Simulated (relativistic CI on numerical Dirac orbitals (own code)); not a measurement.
Computed by Dirac-Coulomb-Breit CI, KLI orbitals optimised for each configuration, model QED, valence Slater integrals scaled by 0.85, P86 correlation energy added to each configuration (own radial code, finite nucleus).

Configuration list (outside the closed core [Ne]): 3s, 3p, 3d, 4s, 4p, 4d, 4f, 5s, 5p, 5d, 5g, 5f, 6s, 6p, 6d, 7s, 7p. Levels of other configurations are missing.

For a near-neutral ion this model can misplace configurations by up to about 10,000 cm⁻¹ (more where the count of f electrons changes) and terms by 10 to 25 % of their spread. Rates follow the energies as ν³ (E1, M1) or ν⁵ (E2), so they and the lifetimes can be off by large factors. The fine structure of a lone outer electron comes out too small, for d and f at times inverted, and misplaced configurations move strength between like terms. 26 of the 26 excited levels that our extract of the measured tables holds in this range could be paired (the sources list more); they are missed by 933 cm⁻¹ on average and 1506 at most, and levels without a partner can miss by more.

Outline of the computed level scheme of Al III. Lowest level of each configuration: 3s 2S_1/2 at 0.0000 eV; 3p 2P°_1/2 at 6.5696 eV; 3d 2D_5/2 at 14.1900 eV; 4s 2S_1/2 at 15.4929 eV; 4p 2P°_1/2 at 17.6763 eV; 4d 2D_5/2 at 20.4269 eV; 4f 2F°_5/2 at 20.8448 eV; 5s 2S_1/2 at 20.9898 eV; 5p 2P°_1/2 at 21.9804 eV.

Some strong electric-dipole decays among the lowest 15 levels: 4f 2F°_7/2 → 3d 2D_5/2 (1.4e+09 s⁻¹); 3d 2D_5/2 → 3p 2P°_3/2 (1.4e+09 s⁻¹); 4f 2F°_5/2 → 3d 2D_3/2 (1.3e+09 s⁻¹); 3d 2D_3/2 → 3p 2P°_1/2 (1.2e+09 s⁻¹); 4s 2S_1/2 → 3p 2P°_3/2 (8.6e+08 s⁻¹); 3p 2P°_3/2 → 3s 2S_1/2 (5.5e+08 s⁻¹); 3p 2P°_1/2 → 3s 2S_1/2 (5.5e+08 s⁻¹); 4s 2S_1/2 → 3p 2P°_1/2 (4.3e+08 s⁻¹).

Rates of lines that live on the mixing of spin multiplicities can be off by large factors.
